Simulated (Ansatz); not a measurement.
Tetramethylammonium triiodophenyl difluorosulfonate ester (C₁₂H₁₄F₂I₃NO₅S) was relaxed with PBE-D4 (def2-SVP) in Ansatz in these states: charge -1 doublet, neutral singlet. The geometries follow in no particular order.

In the def2 sets I takes a core potential; there is no spin–orbit coupling. Single mean-field runs in def2-SVP are fitted with def2-universal-jkfit.

A:

```xyz
38

C    -1.626   -1.957   -2.741
N    -1.134   -0.569   -3.059
C    -1.999    0.069   -4.094
C     0.281   -0.664   -3.572
C    -1.165    0.250   -1.789
H    -1.557   -2.574   -3.656
H    -0.988   -2.350   -1.916
H    -2.676   -1.885   -2.403
H    -3.037    0.125   -3.718
H    -1.621    1.089   -4.295
H    -1.966   -0.533   -5.022
H     0.913   -1.222   -2.838
H     0.257   -1.205   -4.536
H     0.668    0.361   -3.715
H    -0.668   -0.340   -0.995
H    -2.222    0.433   -1.520
H    -0.629    1.200   -1.951
O     0.238    1.052    0.714
C     1.188    0.372    1.041
O     1.583    0.105    2.298
C     0.953    0.828    3.328
C    -0.039    0.229    4.110
I    -0.708   -1.853    3.653
C    -0.631    0.918    5.175
C    -0.205    2.228    5.418
I    -1.173    3.361    7.130
C     0.780    2.867    4.657
C     1.344    2.137    3.612
I     3.039    3.174    2.308
C     2.086   -0.355    0.028
F     3.380   -0.380    0.401
F     1.993    0.325   -1.162
S     1.512   -2.159   -0.316
O     0.002   -2.049   -0.211
O     2.172   -2.985    0.715
O     1.961   -2.384   -1.740
H    -1.407    0.441    5.793
H     1.098    3.901    4.870
```

B:

Cartesian coordinates in Å:
```
C -1.458 -1.985 2.807
N -0.964 -2.820 1.654
C -1.764 -4.079 1.546
C 0.485 -3.163 1.889
C -1.103 -2.017 0.384
H -1.303 -2.551 3.744
H -0.885 -1.033 2.797
H -2.534 -1.781 2.655
H -2.824 -3.823 1.368
H -1.378 -4.678 0.700
H -1.668 -4.653 2.485
H 1.066 -2.230 2.068
H 0.542 -3.816 2.779
H 0.866 -3.697 1.000
H -0.617 -1.036 0.548
H -2.179 -1.875 0.179
H -0.620 -2.564 -0.444
O 0.210 0.331 -1.451
C 1.162 0.844 -0.913
O 1.556 2.145 -1.081
C 0.837 2.917 -1.972
C -0.168 3.787 -1.504
I -0.597 3.836 0.556
C -0.862 4.619 -2.396
C -0.544 4.568 -3.761
I -1.588 5.821 -5.115
C 0.455 3.714 -4.253
C 1.140 2.891 -3.347
I 2.674 1.621 -4.056
C 2.073 0.156 0.103
F 3.364 0.512 -0.044
F 1.968 -1.195 -0.096
S 1.498 0.534 1.899
O -0.010 0.492 1.743
O 2.068 1.862 2.202
O 2.036 -0.637 2.669
H -1.640 5.297 -2.021
H 0.703 3.687 -5.322
```

Task: Judge from the bond lengths which geometry belongs to which state (an estimate).

Result: A is the charge -1 doublet (C28–I29 2.376 Å, C25–I26 2.270 Å, C22–I23 2.234 Å); B is the neutral singlet (C28–I29 2.114 Å, C25–I26 2.120 Å, C22–I23 2.105 Å).

At PBE-D4/def2-SVP the highest occupied level of the relaxed charge -1 doublet lies above zero (up to 0.14 eV). By energy differences its removal costs 0.87 eV (each at its own geometry, to the charge 0 singlet, at PBE0-D4/def2-TZVP).
